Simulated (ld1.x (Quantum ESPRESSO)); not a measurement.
# Ranking TM potentials for silicon (Si)

All share these settings but for the change named:

* Element: Si (Z = 14)
* Generator: ld1.x (Quantum ESPRESSO) 7.5
* Type: norm-conserving Troullier–Martins (Kleinman–Bylander form)
* Functional: PBE
* Relativity: scalar-relativistic
* Frozen core: [Ne]
* Valence charge: 4
* Reference configuration: 3s2 3p2
* Partial waves: 3s (bound): rc 1.65 bohr; 3p (bound): rc 1.65 bohr
* Local potential: the p channel
* Core correction: Bessel-smoothed model core inside 1.55 bohr

Cutoff: the first of the cutoffs (Ry, on a coarse ladder) from which the occupation-weighted sum of valence levels, in a spherical-Bessel basis at the reference potential, stays within 10 and 1 mRy of its value at 400 Ry; the density cutoff is not measured.

The base gives 15 Ry.

Of 10 variants that were run, those that failed, showed a ghost or another fault, or gave nearly equal values are left out.

A variant can come out equal or close to the base.

Rank these variants from softest to hardest (loose cutoff).
A. all radii but the core radius scaled by about 1.10 (s 1.82, p 1.82 bohr)
B. all radii but the core radius scaled by about 0.88 (s 1.46, p 1.46 bohr)
C. all radii but the core radius scaled by about 0.96 (s 1.58, p 1.58 bohr)
D. all radii but the core radius scaled by about 1.32 (s 2.18, p 2.18 bohr)
E. all radii but the core radius scaled by about 0.82 (s 1.36, p 1.36 bohr)

D (12 Ry), A (15 Ry), C (25 Ry), B (35 Ry), E (50 Ry).
